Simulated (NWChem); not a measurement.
C$_{3}$HClF$_{2}$; SMILES ClC(F)=C=CF

All runs: NWChem. Medium grid unless said otherwise, to which SCAN and Minnesota functionals are sensitive. Structure relaxed at the PBE-D3(BJ)/def2-SVP level.

### Question
Among these, which level gives the lowest value of “highest occupied level (eV)”?
A. BP86/def2-SVP
B. LDA (Slater exchange, VWN5)/def2-SVP
C. N12/def2-SVP
D. LC-wPBE (HJS exchange hole, range parameter 0.4 per bohr)/def2-SVP

### Answer
D, LC-wPBE (HJS exchange hole, range parameter 0.4 per bohr)/def2-SVP. Values: LC-wPBE (HJS exchange hole, range parameter 0.4 per bohr)/def2-SVP -10.62; LDA (Slater exchange, VWN5)/def2-SVP -6.71; BP86/def2-SVP -6.65; N12/def2-SVP -6.50
